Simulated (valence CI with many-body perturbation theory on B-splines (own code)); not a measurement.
**Rb31+ in brief**

Level of theory: relativistic CI+MBPT: four valence electrons over a frozen Dirac-Fock core [He], a basis of 9 s, 9 p, 8 d, 6 f, 3 g, 1 h functions for each j, with the one-electron correlation potential Σ1, the two-electron term Σ2, the three-electron term Σ3, Breit, model QED; selected CI, second order for the rest, scaled by the run's own slope (own B-spline code, finite nucleus).

The last digits are not significant, and no measured levels were compared; by estimate large intervals hold to a few tenths of a per cent, small ones and those within an open d or f shell to about a per cent. Among the levels kept, up to 850 cm⁻¹ of a level comes from second order outside the variational space, and about a tenth of that is noise between levels of different J, which matters for small intervals.

Levels are named by their leading jj configuration (3d3/2^4 stands for four electrons in 3d with j = 3/2), which in mixed levels can hold well under half, so a name can repeat and another be missing.

Rates and lifetimes use the calculated energies. Strong lines usually hold to 10 to 20 %, long lifetimes can be off by a factor of two.

**Question.** What is the ground level?

**Answer.** (2s^2 2p1/2^2) J=0, composition 78 % 2s²2p² ³P + 21 % 2s²2p² ¹S.

**Question.** What is the ionisation energy?

**Answer.** 3821.5 eV; NIST lists 3815 ± 4 eV (semi-empirical).

**Question.** Among levels below 2337.6 eV, which E1 lines absorb most strongly from the ground level?

**Answer.** to (2s^2 2p1/2 3d3/2) J=1 at 0.5516 nm, f = 1.37; to (2s 2p1/2^2 3p3/2) J=1 at 0.5388 nm, f = 0.395; to (2s 2p1/2^2 2p3/2) J=1 at 6.123 nm, f = 0.116.

**Question.** How well does LS coupling describe the low levels?

**Answer.** Among the lowest 20 levels the leading LS term, summed over configurations, holds 68 % on average. For single configurations the figures are 67 % in LS and 92 % in jj coupling. Terms mix most in the J = 1 level at 286.0 eV, where the leading one holds 45 %.

**Question.** Where does the other parity begin?

**Answer.** At (2s 2p1/2^2 2p3/2) J=2, 157.7 eV.
